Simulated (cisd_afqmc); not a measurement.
Input (AFQMC/CISD/def2-QZVPPD; cisd_afqmc is a phaseless AFQMC code with CISD trial states that reads the integrals written by Ansatz): A basis named .json is the Basis Set Exchange file of that set.

Ansatz 0.2 input:
```python
import cisd_afqmc

open("ham.yaml", "w").write("""\
crystal:
  periodic: [false, false, false]
  atoms:
    - {symbol: Ga, position_ang: [0.00000000, 0.00000000, 0.00000000]}
basis:
  gaussian:
    orbitals: def2-QZVPPD.json
magnetization: {spin_polarized: true, initial_magnetization: 1}
correlation: {method: ccsd, electrons: outside_noble_gas, hamiltonian_folder: ham}
scf: {lower_state_search: full}
""")
rep = cisd_afqmc.ansatz("ham.yaml")
e_ccsd = rep["correlation"]["coupled_cluster"]["energy"]["hartree"]
out = cisd_afqmc.run("ham", e_ccsd, trial="CISD", walkers=100, populations=8, threads=8, dt=0.005, steps=40, early=24, settle=10, least=32,
    cut=5e-5, rank_cut=2e-4, target=0.0004, seconds=1500, seed=1, memory=12960, gpu=False)
```

Output:

```
orbitals 81, occupied [2, 1], factors 458 of 637, rank of the doubles 86 of 238
E(HF) = -1923.263636
E(CCSD) on the cut factors = -1923.311839, shift to the whole factors -0.000002
Energy of the trial state on the determinant = -1923.311691
  tau behind 7.2 of longer steps, mean of the populations' last blocks
   2.0  -1923.31292
   4.0  -1923.31395
   6.0  -1923.31284
   8.0  -1923.31298
blocks 330 (2 outliers left out), error by blocks joined: 1: 0.00002, 2: 0.00003, 4: 0.00003, 8: 0.00004, 16: 0.00005
E(AFQMC/CISD) = -1923.31305 +/- 0.00005
```
